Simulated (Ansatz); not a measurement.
Calculated with Ansatz (gas phase, PBE0-D4/def2-TZVP geometries, no zero-point term in ΔE). CCSD(T)/CBS adds triple-zeta CCSD(T) − MP2 to the extrapolated MP2 energy (def2 sets, frozen cores). Functionals use def2-TZVPP. B3LYP here is the variant with VWN-RPA as its local correlation; programs differ in this. HSE06 is defined as in plane-wave codes. def2 core potentials past Kr. For Zr outer-core shells are correlated without core-valence functions, which leaves a few kJ/mol of doubt a bond. One conformer a species, not always the lowest.

`C[N](C)[Zr]([F])([F])[F]` + `CC(C)N` → `CC(C)[NH][Zr]([F])([F])[F]` + `CNC`  (ligand exchange at a Zr–N bond)

```tsv
level	ΔE (kcal/mol)
B3LYP-D4	-0.2
r2SCAN0	-0.4
HSE06	0.0
CCSD/def2-TZVPP	-0.5
```

Task: What does CCSD(T)/CBS give? (An estimate is asked.)

Result: Computed: -0.6 kcal/mol. The listed levels differ from it by 0.4, 0.2, 0.6, 0.1 kcal/mol.

Largest T1 diagnostic among the species: 0.016.

From BLYP to BHLYP (50 % exact exchange), in def2-TZVPP and without D4, ΔE moves by −1.0 kcal/mol. Leaving LDA and LC-ωPBE aside and taking each functional with its dispersion term where it has one, the values, not all of them listed here, spread over 1.1 kcal/mol, from ωB97M-V to revPBE-D4. LDA lies −0.8 kcal/mol from PBE without D4.
